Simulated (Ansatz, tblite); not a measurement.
Removing and adding an electron: `FC(F)(F)C#Cc1ccc(C#Cc2ccc(C#Cc3ccc(C#Cc4ccc(C#Cc5ccc(C#Cc6ccc(C(F)(F)F)cc6)cc5)cc4)cc3)cc2)cc1`. Charge 0, multiplicity 1. Geometry: PBE-D4/def2-SVP. Ansatz, gas phase; energy differences of separate SCF runs; the oxidised species was run as a doublet alone; the reduced species was run as a doublet alone.

The xTB rows come from tblite. Single mean-field runs in def2-SVP are fitted with def2-universal-jkfit.

| level | −HOMO (eV) | vertical IE (eV) | −LUMO (eV) | vertical EA (eV) | HOMO–LUMO gap (eV) | IE − EA (eV) |
| --- | --- | --- | --- | --- | --- | --- |
| PBE-D4/def2-SVP | 5.14 | 6.25 | 3.32 | 2.37 | 1.82 | 3.88 |
| PBE0-D4/def2-SVP | 5.92 | 6.72 | 2.78 | 2.11 | 3.15 | 4.61 |

Task: Estimate the rows for GFN1-xTB, GFN2-xTB.

Result: 
```json
{"level": "GFN1-xTB", "−HOMO (eV)": "11.00", "vertical IE (eV)": "12.11", "−LUMO (eV)": "9.10", "vertical EA (eV)": "8.10", "HOMO–LUMO gap (eV)": "1.90", "IE − EA (eV)": "4.01"}
{"level": "GFN2-xTB", "−HOMO (eV)": "10.04", "vertical IE (eV)": "11.21", "−LUMO (eV)": "8.16", "vertical EA (eV)": "7.14", "HOMO–LUMO gap (eV)": "1.88", "IE − EA (eV)": "4.07"}
```

 Raw xTB energy differences between charge states are shifted by several eV; the methods need an empirical correction for them. Sets without diffuse functions give affinities that are too small.
